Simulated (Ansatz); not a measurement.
AlClH6Si2 (`[AlH2][SiH2][SiH2]Cl`). Charge 0, multiplicity 1. All single points use the PBE0-D4/def2-TZVP geometry. It is one conformer, not always the lowest.

```xyz
10

Al   -0.878    1.581   -0.338
Si    1.261    0.336   -0.300
Si    0.042   -1.513    0.441
Cl   -1.886   -0.551    0.583
H    -1.176    2.581    0.857
H    -1.631    1.676   -1.731
H     2.291    0.636    0.734
H     1.953   -0.050   -1.561
H    -0.217   -2.639   -0.492
H     0.241   -2.057    1.808
```

**Question.** What is the dipole moment at ωB97M-V/def2-TZVPP? (Best estimate.)

**Answer.** Computed: 2.00 D, with components (1.02, -1.69, 0.34) D in this frame, pointing from negative to positive charge.

**Question.** And with PBE, r2SCAN, B3LYP? (Best estimate.)

**Answer.** Computed: PBE 1.95 D, r2SCAN 2.06 D, B3LYP 2.03 D.

**Question.** Give the Mulliken charges with ωB97M-V, PBE, r2SCAN in def2-TZVPP. (Estimate.)

**Answer.** The calculation gave: 
```csv
atom,ωB97M-V,PBE,r2SCAN
Al1,0.35,0.36,0.49
Si2,-0.12,-0.06,-0.05
Si3,0.20,0.24,0.32
Cl4,-0.15,-0.14,-0.19
H5,-0.13,-0.13,-0.18
H6,-0.13,-0.13,-0.18
H7,-0.01,-0.04,-0.06
H8,-0.01,-0.04,-0.06
H9,0.00,-0.03,-0.05
H10,0.00,-0.03,-0.05
```

B3LYP here is the variant with VWN-RPA as its local correlation; programs differ in this.
